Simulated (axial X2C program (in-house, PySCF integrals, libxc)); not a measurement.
**InSi: cheaper levels and CCSD(T), two-component**

Calculated with an in-house relativistic program for diatomic molecules. Two-component (2c) means X2C with spin–orbit coupling and atomic mean-field two-electron Coulomb and Gaunt terms. Basis: In dyall-cv3z [11s12p9d4f1g], Si dyall-v3z [8s7p2d1f] (cores contracted in-house); Gaussian nuclei, density fitting, unrestricted open shells. Masses: In 114.904 u, Si 27.977 u.

State: Ω = 3/2 (⟨Sz⟩ = 1.49, ⟨Lz⟩ = 0.01 at HF); fragments In + Si.

```
  level  Re (Å)  ωe (cm⁻¹)  De (eV)
   PBE0   2.609      260.2      n/a
     HF   2.694      239.1     1.26
    MP2   2.595      268.2     2.07
   CCSD   2.623      259.0     1.94
r2SCAN0   2.595      265.0      n/a
```

Correlated methods: 17 electrons correlated (number of frozen shells: In 4 s, 3 p, 1 d; Si 2 s, 1 p), 231 virtual spin orbitals or spinors in MP2, 110 natural virtuals in coupled cluster.

CCSD(T), same Hamiltonian and basis:

Re = 2.614 Å, ωe = 262.5 cm⁻¹; T1 = 0.021 (Lee–Taylor normalisation).

(1) Give the differences from CCSD(T) in the columns below.

The state is one determinant whose occupation by symmetry is held fixed; it was picked as the lowest of a PBE0 search that is not exhaustive. De is counted from the lowest determinant-based energies of the atoms at the same level, without counterpoise correction. De is not given where an atomic determinant may have missed its ground term or J level, or where the truncated virtual space spoils (T). Density functionals use the spin component along the axis (collinear). CCSD and (T) use frozen natural virtuals with an MP2 correction for the truncation; (T) itself is uncorrected, so its De runs slightly low. A 2c atom that is not at its ground J level misses part of its spin–orbit lowering, and De is too large by that part (0.04 eV or less for light atoms). This holds for MP2, CCSD. PBE0 can misorder states that lie within some tenths of an eV, so this need not be the ground state of the molecule. The nearest other 2c determinant of the search, Ω = 1/2, lies 0.32 eV up at the distance of the search. Without a current term, density functionals place determinants with orbital angular momentum somewhat too high. With several unpaired electrons one determinant need not be a pure state. This is the top spin component of a Σ state; components of lower Ω are not single determinants and can lie lower.

## Answers

(1) 

| level | ΔRe (Å) | Δωe (cm⁻¹) |
| --- | --- | --- |
| PBE0 | -0.005 | -2.3 |
| HF | 0.080 | -23.4 |
| MP2 | -0.019 | 5.7 |
| CCSD | 0.009 | -3.5 |
| r2SCAN0 | -0.019 | 2.5 |
